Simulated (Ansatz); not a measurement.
Z-matrix (Å, degrees):
```
C
H 1 1.0899
H 1 1.0990 2 108.25
C 1 1.5007 2 112.00 3 120.60
C 4 1.3259 1 124.41 2 2.84
H 5 1.0820 4 121.44 1 179.82
H 5 1.0837 6 116.98 4 -179.70
H 4 1.0865 5 119.34 6 0.45
C 1 1.5130 2 108.87 3 -115.21
O 9 1.2016 1 124.50 2 6.23
H 9 1.1112 10 120.58 1 -179.77
```
Charge 0, spin multiplicity 1.

All values below come from frozen-core CCSD(T)/cc-pVTZ // B3LYP-D3(BJ)/def2-TZVP (Ansatz, a program for electronic structure).

The HF energy comes out as -229.87720 Ha. The MP2 correlation energy comes out as -0.88062 Ha.

Q: Estimate the CCSD correlation energy, the (T) correction, the total energy and the T1 diagnostic.

A: 
```
Item                             Value
-----------------------  -------------
CCSD correlation energy    -0.91377 Ha
(T) correction             -0.04064 Ha
CCSD(T) total energy     -230.83161 Ha
T1 diagnostic                    0.013
```
